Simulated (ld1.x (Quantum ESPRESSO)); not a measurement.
## Transferability test, PAW potential for Tc

ld1.x (Quantum ESPRESSO) 7.5 input, shortened:

```
&input
   title='Tc', zed=43., rel=2, dft='PZ', iswitch=3,
   config='[Kr] 4d5 5s1.75 5p0.25', rel_dist='average'
 /
 &inputp
   pseudotype=3, lpaw=.true., tm=.true., lloc=-1, rcloc=2.15,
   nlcc=.true., new_core_ps=.true., rcore=1.50,
   which_augfun='PSQ', rmatch_augfun=1.45
 /
6
4S  1  0   2.00   0.00  1.75  2.00  0.0
5S  2  0   1.75   0.00  1.75  2.00  0.0
4P  2  1   6.00   0.00  1.55  1.75  0.0
5P  3  1   0.25   0.00  1.55  1.75  0.0
4D  3  2   5.00   0.00  1.80  2.30  0.0
4D  3  2   0.00   1.15  1.80  2.30  0.0
 &test
   configts(1)='4s2 4p6 4d5 5s1.75 5p0.25'
 /
```

Open shells are filled in proportion to 2j + 1 (rel_dist='average').

Energies are relative to the spin-unpolarised reference configuration 4s2 4p6 4d5 5s1.75 5p0.25; without spin polarisation the order of configurations can differ from experiment. Not all tests gave a result: test run stopped at test 5 of 7 (negative rho). The frozen-core shift is the all-electron ΔE with the core orbitals held at their reference shape minus the fully relaxed ΔE.

```
valence configuration  charge  ΔE all-electron (eV)  error AE − PS (meV)  frozen-core shift (meV)
  4s2 4p6 4d5 5s2 5p0       0                -0.939                  0.0                      0.0
  4s2 4p6 4d5 5s0 5p0      +2                22.695                  0.0                     +0.1
  4s2 4p6 4d4 5s0 5p0      +3                51.620                 -4.0                     +0.9
```

Task: What are ΔE and the potential's error for 4s2 4p6 4d5 5s1 5p0?

Result: ΔE = 7.493 eV all-electron; the error (AE − PS) is +0.3 meV.

Levels in the configuration 4s2 4p6 4d5 5s1 5p0:

```csv
level,all-electron (eV),pseudo (eV)
4s j=1/2,-80.987,-80.978
4p j=1/2,-55.073,-55.065
4p j=3/2,-52.078,-52.071
4d j=3/2,-14.484,-14.481
4d j=5/2,-14.187,-14.183
5s j=1/2,-11.725,-11.724
```

The ghost test of this file was not conclusive.
